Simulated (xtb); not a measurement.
C$_{4}$H$_{9}$O (SMILES C[CH]CCO), doublet, from a rough starting geometry; GFN2-xTB run with xtb.

Here is a job for xtb.
```
$ xtb mol.xyz --gfn 2 --uhf 1 --opt vtight --json

# file mol.xyz
14

C      1.99074414     0.25528745    -0.27136166
C      0.98299721    -0.42502826     0.53112118
C     -0.38949200    -0.72250214     0.08137821
C     -1.36182475     0.47021648     0.18556895
O     -2.65292575     0.18546714    -0.19211830
H      1.75177283     0.23247501    -1.30492347
H      2.01472937     1.36650228    -0.06884863
H      2.96069443    -0.09582227    -0.13047059
H      1.15548225    -0.61641667     1.62984431
H     -0.39774475    -1.00093263    -0.99763482
H     -0.80176836    -1.55545969     0.62927522
H     -0.92261493     1.30183921    -0.38098198
H     -1.42595366     0.74831425     1.27493601
H     -2.68602402    -0.16854229    -1.13091691
```

Q: What does xtb print? Leave out banner, timings and long lists.

A: 
```
   ID    Z sym.   atoms
    1    6 C      1-4
    2    8 O      5
    3    1 H      6-14

           -------------------------------------------------
          |                Calculation Setup                |
           -------------------------------------------------

           -------------------------------------------------
          |                 G F N 2 - x T B                 |
           -------------------------------------------------

          ...................................................
          :                      SETUP                      :
          :.................................................:
          :  # basis functions                  29          :
          :  # atomic orbitals                  29          :
          :  # shells                           19          :
          :  # electrons                        31          :
          :  max. iterations                   250          :
          :  Hamiltonian                  GFN2-xTB          :
          :  restarted?                      false          :
          :  GBSA solvation                  false          :
          :  PC potential                    false          :
          :  electronic temp.          300.0000000     K    :
          :  accuracy                    1.0000000          :
          :  -> integral cutoff          0.2500000E+02      :
          :  -> integral neglect         0.1000000E-07      :
          :  -> SCF convergence          0.1000000E-05 Eh   :
          :  -> wf. convergence          0.1000000E-03 e    :
          :  Broyden damping             0.4000000          :
          :  net charge                          0          :
          :  unpaired electrons                  1          :
          ...................................................

 iter      E             dE          RMSdq      gap      omega  full diag
   1    -17.3000124 -0.173000E+02  0.344E+00    9.29       0.0  T
   2    -17.3270469 -0.270345E-01  0.189E+00    9.54       1.0  T
   3    -17.3276738 -0.626911E-03  0.735E-01    9.40       1.0  T
   4    -17.3278687 -0.194973E-03  0.115E-01    9.21       1.0  T
   5    -17.3279014 -0.326241E-04  0.618E-02    9.24       1.0  T
   6    -17.3279031 -0.171139E-05  0.102E-02    9.26       2.6  T
   7    -17.3279033 -0.215485E-06  0.522E-03    9.26       5.1  T
   8    -17.3279033 -0.173203E-07  0.886E-04    9.26      30.2  T
   9    -17.3279033 -0.834657E-09  0.356E-04    9.26      75.1  T

   *** convergence criteria satisfied after 9 iterations ***

         :::::::::::::::::::::::::::::::::::::::::::::::::::::
         ::                     SUMMARY                     ::
         :::::::::::::::::::::::::::::::::::::::::::::::::::::
         :: total energy             -17.122280631976 Eh    ::
         :: gradient norm              0.100380854053 Eh/a0 ::
         :: HOMO-LUMO gap              9.262498822572 eV    ::
         ::.................................................::
         :: SCC energy               -17.327895786915 Eh    ::
         :: -> isotropic ES            0.025263540967 Eh    ::
         :: -> anisotropic ES          0.004561566506 Eh    ::
         :: -> anisotropic XC          0.005629260649 Eh    ::
         :: -> dispersion             -0.006605865823 Eh    ::
         :: repulsion energy           0.205615154939 Eh    ::
         :: add. restraining           0.000000000000 Eh    ::
         :: total charge              -0.000000000000 e     ::
         :::::::::::::::::::::::::::::::::::::::::::::::::::::

      -----------------------------------------------------------
     |                   =====================                   |
     |                        A N C O P T                        |
     |                   =====================                   |
     |               Approximate Normal Coordinate               |
     |                Rational Function Optimizer                |
      -----------------------------------------------------------
      -----------------------------------------------------------
     |                   =====================                   |
     |                        A N C O P T                        |
     |                   =====================                   |
     |               Approximate Normal Coordinate               |
     |                Rational Function Optimizer                |
      -----------------------------------------------------------

          ...................................................
          :                      SETUP                      :
          :.................................................:
          :   optimization level         verytight          :
          :   max. optcycles                   280          :
          :   ANC micro-cycles                  20          :
          :   degrees of freedom                36          :
          :.................................................:
          :   RF solver                   davidson          :
          :   write xtbopt.log                true          :
          :   linear?                        false          :
          :   energy convergence         0.1000000E-06 Eh   :
          :   grad. convergence          0.2000000E-03 Eh/α :
          :   maxmium RF displ.          1.0000000          :
          :   Hlow (freq-cutoff)         0.1000000E-01      :
          :   Hmax (freq-cutoff)         5.0000000          :
          :   S6 in model hess.         20.0000000          :
          ...................................................

generating ANC from exact Hessian ...
Using Lindh-Hessian (1995)
 Shifting diagonal of input Hessian by    6.3227524394133747E-003
 Lowest  eigenvalues of input Hessian
    0.000000    0.000000    0.000000    0.000000    0.000000    0.000000
    0.010000    0.010472    0.012281    0.020808    0.024057    0.030169
[...]
 * total energy  :   -17.1310198 Eh     change       -0.2860312E-05 Eh
 * total energy  :   -17.1310230 Eh     change       -0.3118944E-05 Eh
 * total energy  :   -17.1310262 Eh     change       -0.3231921E-05 Eh
 * total energy  :   -17.1310286 Eh     change       -0.2410682E-05 Eh
 * total energy  :   -17.1310300 Eh     change       -0.1417809E-05 Eh
 * total energy  :   -17.1310309 Eh     change       -0.9263550E-06 Eh
 * total energy  :   -17.1310318 Eh     change       -0.8119941E-06 Eh
 * total energy  :   -17.1310326 Eh     change       -0.8785917E-06 Eh
 * total energy  :   -17.1310335 Eh     change       -0.8922356E-06 Eh
 * total energy  :   -17.1310342 Eh     change       -0.6307991E-06 Eh
 * total energy  :   -17.1310343 Eh     change       -0.1689626E-06 Eh
 * total energy  :   -17.1310344 Eh     change       -0.8796093E-07 Eh
   *** GEOMETRY OPTIMIZATION CONVERGED AFTER 20 ITERATIONS ***
         :: total energy             -17.131034417115 Eh    ::
[...]
         :: repulsion energy           0.206671229760 Eh    ::
         :: add. restraining           0.000000000000 Eh    ::
         :: total charge               0.000000000000 e     ::
         :::::::::::::::::::::::::::::::::::::::::::::::::::::

           -------------------------------------------------
          |                Property Printout                |
           -------------------------------------------------

    * Orbital Energies and Occupations

         #    Occupation            Energy/Eh            Energy/eV
      -------------------------------------------------------------
         1        2.0000           -0.6892971             -18.7567
       ...           ...                  ...                  ...
         4        2.0000           -0.5947912             -16.1851
         5        2.0000           -0.5630673             -15.3218
         6        2.0000           -0.5498539             -14.9623
         7        2.0000           -0.5232266             -14.2377
         8        2.0000           -0.5193331             -14.1318
         9        2.0000           -0.4954719             -13.4825
        10        2.0000           -0.4821392             -13.1197
        11        2.0000           -0.4790162             -13.0347
        12        2.0000           -0.4571049             -12.4385
        13        2.0000           -0.4401086             -11.9760
        14        2.0000           -0.4337296             -11.8024
        15        2.0000           -0.4148028             -11.2874
        16        1.0000           -0.2968979              -8.0790 (HOMO)
        17                          0.0603425               1.6420 (LUMO)
        18                          0.0974775               2.6525
        19                          0.1200644               3.2671
        20                          0.1252638               3.4086
        21                          0.1600657               4.3556
        22                          0.1638699               4.4591
        23                          0.1846152               5.0236
        24                          0.1946593               5.2969
        25                          0.2052672               5.5856
        26                          0.2092196               5.6932
        27                          0.2542124               6.9175
       ...                                ...                  ...
        29                          0.3626171               9.8673
      -------------------------------------------------------------
                  HL-Gap            0.3572404 Eh            9.7210 eV
             Fermi-level           -0.2370640 Eh           -6.4508 eV

     #   Z          covCN         q      C6AA      α(0)
     1   6 C        3.752    -0.098    22.431     6.754
     2   6 C        2.885    -0.078    29.934     8.970
     3   6 C        3.800    -0.066    21.767     6.643
     4   6 C        3.674     0.083    19.422     6.315
     5   8 O        1.656    -0.436    21.553     6.267
     6   1 H        0.925     0.041     2.442     2.444
     7   1 H        0.923     0.047     2.361     2.403
     8   1 H        0.924     0.045     2.379     2.412
     9   1 H        0.926     0.024     2.672     2.556
    10   1 H        0.924     0.034     2.528     2.486
    11   1 H        0.924     0.049     2.333     2.389
    12   1 H        0.923     0.018     2.762     2.599
    13   1 H        0.924     0.049     2.338     2.391
    14   1 H        0.805     0.287     0.760     1.369

 Mol. C6AA /au·bohr⁶  :       1390.451817
 Mol. C8AA /au·bohr⁸  :      29219.754889
 Mol. α(0) /au        :         55.997901

Wiberg/Mayer (AO) data.
largest (>0.10) Wiberg bond orders for each atom

 ---------------------------------------------------------------------------
     #   Z sym  total        # sym  WBO       # sym  WBO       # sym  WBO
 ---------------------------------------------------------------------------
     1   6 C    3.998 --     2 C    1.089     6 H    0.980     8 H    0.969
                             7 H    0.940
     2   6 C    3.306 --     1 C    1.089     3 C    1.080     9 H    0.976
     3   6 C    3.996 --     2 C    1.080    10 H    0.969    11 H    0.964
                             4 C    0.940
     4   6 C    3.951 --     5 O    1.005    13 H    0.974    12 H    0.971
                             3 C    0.940
     5   8 O    1.977 --     4 C    1.005    14 H    0.902
     6   1 H    0.998 --     1 C    0.980
     7   1 H    0.995 --     1 C    0.940
     8   1 H    0.997 --     1 C    0.969
     9   1 H    0.999 --     2 C    0.976
    10   1 H    0.999 --     3 C    0.969
    11   1 H    0.997 --     3 C    0.964
    12   1 H    1.000 --     4 C    0.971
    13   1 H    0.998 --     4 C    0.974
    14   1 H    0.917 --     5 O    0.902
 ---------------------------------------------------------------------------

Topologies differ in total number of bonds
Writing topology from bond orders to xtbtopo.mol

molecular dipole:
                 x           y           z       tot (Debye)
 q only:        0.437      -0.002      -0.405
   full:        0.543       0.057      -0.578       2.022
molecular quadrupole (traceless):
                xx          xy          yy          xz          yz          zz
 q only:       -3.224       1.440       0.751       2.518       0.406       2.473
  q+dip:       -5.916       2.162       0.982       3.456       0.189       4.934
   full:       -5.381       2.043       0.988       3.624       0.465       4.393

optimized geometry written to: xtbopt.xyz

           -------------------------------------------------
          | TOTAL ENERGY              -17.131034417115 Eh   |
          | GRADIENT NORM               0.000039107397 Eh/α |
          | HOMO-LUMO GAP               9.721005455959 eV   |
           -------------------------------------------------

normal termination of xtb
```
